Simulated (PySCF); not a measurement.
## GeF₂ + H₂O → HGe(OH) + F₂

Level: PBE0 in the def2-TZVP basis family, all electrons, no relativity, computed in PySCF with density fitting; open shells unrestricted.

```json
{"species": "GeF₂", "state and structure": "singlet, C2v, Ge–F 1.745 Å (×2); F–Ge–F 97.1°", "E (Eh)": "-2276.40758", "ZPE (kJ/mol)": "9.7", "H(298 K) − H(0) (kJ/mol)": "11.8", "S° (J/(mol K))": "271.2"}
{"species": "H₂O", "state and structure": "singlet, C2v, O–H 0.960 Å (×2); H–O–H 105.1°", "E (Eh)": "-76.37736", "ZPE (kJ/mol)": "56.5", "H(298 K) − H(0) (kJ/mol)": "9.9", "S° (J/(mol K))": "188.7"}
{"species": "HGe(OH)", "state and structure": "singlet, Cs, Ge–H 1.618 Å, Ge–O 1.787 Å, O–H 0.960 Å; Ge–O–H 114.6°, H–Ge–O 95.8°", "E (Eh)": "-2153.11091", "ZPE (kJ/mol)": "51.7", "H(298 K) − H(0) (kJ/mol)": "11.1", "S° (J/(mol K))": "255.7"}
{"species": "F₂", "state and structure": "singlet, D∞h, F–F 1.376 Å", "E (Eh)": "-199.40856", "ZPE (kJ/mol)": "6.6", "H(298 K) − H(0) (kJ/mol)": "8.7", "S° (J/(mol K))": "201.9"}
```

Task: What is the electronic reaction energy?

Result: At PBE0/def2-TZVP, ΔE = 697.0 kJ/mol from the differences of the total energies times 2625.5, uphill. 

Task: Add zero-point, thermal and entropy terms for 298.15 K and 1 bar.

Result: ΔZPE = -7.9 and Δ[H(298) − H(0)] = -1.9 kJ/mol give ΔH° = 687.2 kJ/mol. ΔS° = -2.3 J/(mol K), so ΔG° = 687.2 − 298.15 × (-0.0023) = 688 kJ/mol.

The structures come from searches over a few start shapes, so lower isomers are not excluded.
